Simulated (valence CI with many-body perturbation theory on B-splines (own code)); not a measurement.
## E1 transitions of Se28+

Calculated by valence CI with perturbative core correlation (CI+MBPT): four valence electrons over a frozen Dirac-Fock core [He], radial functions for each j: 11 s, 11 p, 10 d, 8 f, 5 g, 2 h, with the one-electron correlation potential Σ1, the two-electron term Σ2, the three-electron term Σ3, Breit, model QED; selected CI, second order for the rest, scaled by the run's own slope (own B-spline code, finite nucleus).

The last digits are not significant, and no measured levels were compared; by estimate large intervals hold to a few tenths of a per cent, small ones and those within an open d or f shell to about a per cent. Among the levels kept, up to 1200 cm⁻¹ of a level comes from second order outside the variational space, and about a tenth of that is noise between levels of different J, which matters for small intervals.

Lines 51 to 100 of 551 in falling wavelength, among levels below 17262 × 10³ cm⁻¹, chosen from the strongest by gf and those to the six lowest levels. Wavelengths and rates use the calculated energies. Electric multipoles are in the length gauge, E1 and E2 with the static RPA response of the core. Weak lines are less certain than strong ones. Lines between different terms over intervals too small for the method are left out, as are lines whose strength nearly cancels. Where a level lies close to another of its J and parity, the split of strength between their lines is uncertain. The highest levels of a list are the least certain.

Levels are named by their leading jj configuration (3d3/2^4 stands for four electrons in 3d with j = 3/2), which in mixed levels can hold well under half, so a name can repeat and another be missing. Letters in brackets count levels of one name in rising energy.

```csv
λ vac (nm),Upper,Lower,A (s⁻¹),S (a.u.)
30.84,(2p1/2 2p3/2^2 3p1/2) J=3,(2p1/2 2p3/2^2 3s) J=2 [a],1.07e+09,1.09e-01
30.78,(2s 2p1/2 2p3/2 3d3/2) J=2 [b],(2s 2p1/2 2p3/2 3p1/2) J=2 [b],1.65e+09,1.19e-01
30.77,(2s^2 2p1/2 3d5/2) J=2,(2s^2 2p1/2 3p3/2) J=1,2.52e+09,1.81e-01
30.47,(2s^2 2p3/2 3d3/2) J=3,(2s^2 2p3/2 3p3/2) J=3,8.63e+08,8.44e-02
30.09,(2s 2p1/2 2p3/2 3d5/2) J=4 [b],(2s 2p1/2 2p3/2 3p3/2) J=3 [b],2.90e+09,3.52e-01
30.08,(2p1/2^2 2p3/2 3p3/2) J=2,(2s 2p3/2^2 3p3/2) J=1 [c],1.26e+09,8.46e-02
29.97,(2s 2p1/2 2p3/2 3d5/2) J=2 [a],(2s 2p1/2 2p3/2 3p3/2) J=1 [a],2.16e+09,1.43e-01
29.86,(2p1/2 2p3/2^2 3p3/2) J=3 [b],(2p1/2 2p3/2^2 3s) J=3,1.73e+09,1.59e-01
29.84,(2p1/2 2p3/2^2 3p3/2) J=2 [a],(2p1/2 2p3/2^2 3s) J=2 [a],1.68e+09,1.10e-01
29.73,(2s^2 2p3/2 3p3/2) J=1,(2s^2 2p3/2 3s) J=1,2.21e+09,8.61e-02
29.72,(2s 2p1/2 2p3/2 3d3/2) J=1 [b],(2s 2p1/2 2p3/2 3p1/2) J=2 [b],2.49e+09,9.67e-02
29.72,(2s^2 2p3/2 3d5/2) J=3,(2s^2 2p3/2 3p3/2) J=2,2.66e+09,2.41e-01
29.55,(2s 2p1/2 2p3/2 3p3/2) J=2 [a],(2s 2p1/2 2p3/2 3s) J=1 [a],2.58e+09,1.64e-01
29.49,(2s 2p3/2^2 3p3/2) J=3 [b],(2s 2p3/2^2 3s) J=2 [b],3.20e+09,2.83e-01
29.48,(2p1/2 2p3/2^2 3d3/2) J=2,(2p1/2 2p3/2^2 3p1/2) J=2 [a],1.53e+09,9.68e-02
29.38,(2s 2p1/2 2p3/2 3d3/2) J=2 [a],(2s 2p1/2 2p3/2 3p1/2) J=2 [a],1.49e+09,9.31e-02
29.38,(2s 2p3/2^2 3d5/2) J=3 [b],(2s 2p3/2^2 3p1/2) J=2 [b],1.26e+09,1.10e-01
29.34,(2p1/2 2p3/2^2 3p3/2) J=4,(2p1/2 2p3/2^2 3s) J=3,5.33e+09,5.98e-01
29.28,(2s 2p1/2 2p3/2 3p3/2) J=1 [b],(2s 2p1/2 2p3/2 3s) J=2 [b],3.24e+09,1.20e-01
29.22,(2s 2p3/2^2 3p1/2) J=3,(2s 2p3/2^2 3s) J=3,1.12e+09,9.61e-02
29.12,(2s 2p1/2 2p3/2 3p3/2) J=2 [d],(2s 2p3/2^2 3s) J=3,1.46e+09,8.92e-02
29.06,(2p1/2 2p3/2^2 3p3/2) J=3 [a],(2p1/2 2p3/2^2 3s) J=2 [a],3.76e+09,3.19e-01
28.94,(2p1/2^2 2p3/2 3p3/2) J=3,(2p1/2^2 2p3/2 3s) J=2,3.74e+09,3.13e-01
28.82,(2s 2p1/2 2p3/2 3d3/2) J=2 [d],(2s 2p1/2 2p3/2 3p1/2) J=1 [c],2.03e+09,1.20e-01
28.77,(2p1/2^2 2p3/2 3d3/2) J=2,(2p1/2^2 2p3/2 3p1/2) J=2,1.76e+09,1.04e-01
28.61,(2s 2p1/2 2p3/2 3d5/2) J=2 [b],(2s 2p1/2 2p3/2 3p3/2) J=2 [b],1.52e+09,8.79e-02
28.59,(2s 2p1/2 2p3/2 3p3/2) J=3 [b],(2s 2p1/2 2p3/2 3s) J=2 [b],3.02e+09,2.43e-01
28.58,(2s 2p1/2 2p3/2 3d3/2) J=4,(2s 2p1/2 2p3/2 3p1/2) J=3,2.42e+09,2.50e-01
28.43,(2s 2p3/2^2 3p3/2) J=1 [a],(2s 2p3/2^2 3s) J=2 [a],3.55e+09,1.21e-01
28.43,(2p1/2^2 2p3/2 3p3/2) J=2,(2s 2p3/2^2 3p3/2) J=1 [b],1.67e+09,9.47e-02
28.42,(2s^2 2p3/2 3d5/2) J=2,(2s^2 2p3/2 3p3/2) J=1,1.49e+09,8.45e-02
28.33,(2p1/2^2 2p3/2 3d3/2) J=3,(2p1/2^2 2p3/2 3p1/2) J=2,3.07e+09,2.41e-01
28.31,(2s 2p1/2 2p3/2 3p3/2) J=3 [c],(2s 2p1/2 2p3/2 3s) J=2 [c],4.47e+09,3.50e-01
28.30,(2s 2p1/2 2p3/2 3d3/2) J=3 [a],(2s 2p1/2 2p3/2 3p1/2) J=2 [a],2.42e+09,1.89e-01
28.29,(2s 2p1/2^2 3d5/2) J=2,(2s 2p1/2^2 3p3/2) J=1,3.25e+09,1.81e-01
28.15,(2p1/2^2 2p3/2 3d3/2) J=2,(2p1/2^2 2p3/2 3p1/2) J=1,1.89e+09,1.04e-01
27.90,(2s 2p3/2^2 3p1/2) J=2 [a],(2s 2p1/2 2p3/2 3s) J=1 [c],1.94e+09,1.04e-01
27.84,(2s 2p1/2 2p3/2 3d5/2) J=3 [c],(2s 2p1/2 2p3/2 3p3/2) J=2 [b],2.55e+09,1.90e-01
27.77,(2p1/2 2p3/2^2 3p1/2) J=2 [b],(2p1/2 2p3/2^2 3s) J=3,3.81e+09,2.01e-01
27.74,(2s^2 2p3/2 3p3/2) J=3,(2s^2 2p3/2 3s) J=2,4.45e+09,3.28e-01
27.73,(2s 2p1/2 2p3/2 3d5/2) J=3 [b],(2s 2p1/2 2p3/2 3p3/2) J=2 [a],1.15e+09,8.49e-02
27.65,(2s 2p3/2^2 3d3/2) J=2 [b],(2s 2p3/2^2 3p1/2) J=1 [b],1.74e+09,9.10e-02
27.60,(2s 2p1/2 2p3/2 3d5/2) J=3 [a],(2s 2p1/2 2p3/2 3p1/2) J=3,1.16e+09,8.40e-02
27.45,(2s 2p1/2 2p3/2 3p3/2) J=3 [a],(2s 2p1/2 2p3/2 3s) J=2 [a],4.68e+09,3.34e-01
27.24,(2s 2p1/2 2p3/2 3p3/2) J=4,(2s 2p1/2 2p3/2 3s) J=3,5.66e+09,5.07e-01
27.22,(2s 2p1/2 2p3/2 3p1/2) J=2 [b],(2s 2p1/2 2p3/2 3s) J=3,4.31e+09,2.15e-01
27.20,(2s 2p3/2^2 3d5/2) J=1 [a],(2s 2p3/2^2 3p3/2) J=1 [a],2.63e+09,7.85e-02
27.10,(2s 2p1/2^2 3p3/2) J=2,(2s^2 2p3/2 3p1/2) J=1,1.79e+09,8.79e-02
27.08,(2s 2p1/2^2 3d3/2) J=2,(2s 2p1/2^2 3p1/2) J=1,3.28e+09,1.61e-01
27.01,(2s 2p1/2 2p3/2 3p3/2) J=2 [c],(2s 2p1/2 2p3/2 3s) J=2 [c],1.96e+09,9.52e-02
```
